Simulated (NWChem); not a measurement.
System: CH₄BeS; SMILES [BeH][S]C

```xyz
7

Be    -0.4078    -1.6389    -0.0034
H     -1.2295    -2.6990    -0.0032
S      0.7872    -0.1412    -0.0050
C     -0.4104     1.2710     0.0006
H     -1.1135     1.2195    -0.8515
H      0.1949     2.1912    -0.1003
H     -0.9710     1.3200     0.9527
```
Atoms are numbered in this order, from 1.

Level: PBE-D3(BJ)/def2-SVP (NWChem), optimised geometry, unscaled harmonic frequencies. 

```csv
frequency (cm⁻¹),IR intensity (km/mol)
30,0.0
164,5.9
503,75.6
534,119.2
674,4.9
723,54.7
921,8.2
938,2.5
1284,14.1
1404,7.6
1409,7.0
2123,143.9
2993,17.5
3103,0.9
3104,1.8
```

```yaml
zero_point_energy: 28.4 kcal/mol
thermal correction to the enthalpy at 298.15 K (with zero-point energy): 32.2 kcal/mol
heat capacity Cv: 15.2 cal/(mol K)
entropy at 298.15 K and 1 atm (symmetry number 1): 71.8 cal/(mol K)
dipole_moment: 1.65 D
```

Rigid rotor and harmonic oscillator; modes under 100 cm⁻¹ make the entropy uncertain.
